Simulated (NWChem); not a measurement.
A series in which one site is exchanged, each optimised at PBE0/def2-SVP with NWChem, gas phase unless a solvent is named. All stand in one matching conformer (torsions within 35°), which need not be the lowest. For some, no frequency run checked for a minimum. def2 effective core potentials on Zr; no spin-orbit coupling.

A: [OH][Ge]([F])([F])[F] (GeHOF₃; site = Ge)
B: [F][Ti]([OH])([F])[F] (TiHOF₃; site = Ti)
C: [Zr]([F])([F])([F])[OH] (ZrHOF$_{3}$; site = Zr)

Values for A:

```
Quantity                                                   Value
---------------------------------------------------------  -----
dipole (D), PBE0/def2-SVP                                   2.37
vertical ionisation energy, ΔSCF, CAM-B3LYP/def2-SVP (eV)  13.56
static polarisability, CAM-B3LYP/def2-SVPD (bohr³)          31.1
lowest singlet excitation, CAM-B3LYP/def2-SVPD, TDA (eV)    7.65
```

Question: How do these values change for the other members?

Answer: 
```json
[
 {"change from A": "dipole (D), PBE0/def2-SVP", "B": "+0.24", "C": "+0.43"},
 {"change from A": "vertical ionisation energy, ΔSCF, CAM-B3LYP/def2-SVP (eV)", "B": "-0.50", "C": "-0.71"},
 {"change from A": "static polarisability, CAM-B3LYP/def2-SVPD (bohr³)", "B": "+6.1", "C": "+8.6"},
 {"change from A": "lowest singlet excitation, CAM-B3LYP/def2-SVPD, TDA (eV)", "B": "-1.46", "C": "+0.33"}
]
```
